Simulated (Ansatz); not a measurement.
Reaction (ligand exchange at the Si–O bond): `N[SiH2][O][GeH2][NH2]` + `N[Si](O)(F)F` → `N[SiH2]O[Si](N)(F)F` + `[NH2][GeH2][OH]`

Calculated with Ansatz (gas phase, PBE0-D4/def2-TZVP geometries, no zero-point term in ΔE). CBS: MP2 limit from def2 TZ/QZ plus the TZ coupled-cluster correction, frozen cores. Functionals use def2-TZVPP. For Ge outer-core shells are correlated without core-valence functions, which leaves a few kJ/mol of doubt a bond. Scalar relativity is left out up to krypton. One conformer a species, not always the lowest.

`N[SiH2][O][GeH2][NH2]`:

```xyz
13

N     1.252   -0.860   -1.078
Si   -0.413   -1.262   -0.893
O    -1.289    0.059   -0.520
Ge   -0.798    1.470    0.468
N     0.296    1.035    1.860
H     1.948   -1.501   -0.732
H     1.582   -0.390   -1.906
H    -0.431   -2.280    0.193
H    -1.036   -1.820   -2.122
H    -0.041    2.426   -0.462
H    -2.107    2.037    1.027
H     1.166    0.605    1.575
H    -0.129    0.480    2.589
```

`N[Si](O)(F)F`:

Cartesian coordinates in Å:
```
N -1.115 0.307 -0.312
Si 0.507 -0.135 -0.188
O 0.921 -0.544 1.322
F 0.941 -1.383 -1.057
F 1.341 1.091 -0.744
H -1.847 -0.299 0.019
H -1.427 0.899 -1.063
H 0.679 0.064 2.022
```

`N[SiH2]O[Si](N)(F)F`:

```xyz
13

N     1.009   -1.510   -0.585
Si   -0.213   -0.713   -1.491
O    -0.914    0.498   -0.640
Si   -0.843    1.345    0.725
N     0.388    0.753    1.695
F    -0.654    2.881    0.386
F    -2.259    1.302    1.435
H     1.979   -1.400   -0.832
H     0.837   -2.412   -0.172
H     0.410   -0.113   -2.693
H    -1.286   -1.676   -1.825
H     0.908   -0.055    1.392
H     0.636    1.100    2.603
```

`[NH2][GeH2][OH]`:

```xyz
8

N     0.304    0.409    1.303
Ge    0.116    0.088   -0.477
O    -1.541   -0.538   -0.653
H     0.463   -0.389    1.899
H     0.931    1.159    1.551
H     1.059   -0.990   -1.066
H     0.279    1.440   -1.194
H    -1.612   -1.179   -1.363
```

```csv
species,ωB97X-V energy (Eh)
`N[SiH2][O][GeH2][NH2]`,-2555.95313
`N[Si](O)(F)F`,-621.20424
`N[SiH2]O[Si](N)(F)F`,-967.31032
`[NH2][GeH2][OH]`,-2209.84501
```

Q: Work out ΔE.

A: ΔE = (-967.31032) + (-2209.84501) − (-2555.95313) − (-621.20424) = 0.00204 Eh = +1.3 kcal/mol. CCSD(T)/CBS gives +1.1 kcal/mol.

Largest T1 diagnostic among the species: 0.011.

In def2-TZVPP, CCSD(T) changes the Hartree–Fock value by +1.2 kcal/mol (the triples alone add +0.3 kcal/mol) and MP2 by +1.3 kcal/mol.
